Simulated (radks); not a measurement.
Question: The mean radii <r> (bohr) of the occupied orbitals of an atom or ion are listed with their occupations. Calculated with a radial shooting solver on a logarithmic mesh with Libxc functionals: scalar-relativistic Kohn-Sham, r2SCAN, spin-polarised, spherical densities, finite nucleus; meta-GGA in the generalised Kohn-Sham scheme; Fermi nuclear charge, rms radius of each element as measured or else 0.836 A^(1/3) + 0.57 fm.

orbital  occ.      <r>
1s          2  0.03678

Name the element and its charge. Open shells, if any, are filled with parallel spins first.

Answer: Z = 40, zirconium, charge +38: Zr38+ in [He]. The 1s radius gives Z: for a bare nucleus <r> = (2 gamma + 1)/(2Z) with gamma = sqrt(1 - (Z/c)^2), 0.03641 bohr for Z = 40, and screening makes it slightly larger (0.03678 here). The occupations add up to 2, and the charge is Z minus that.
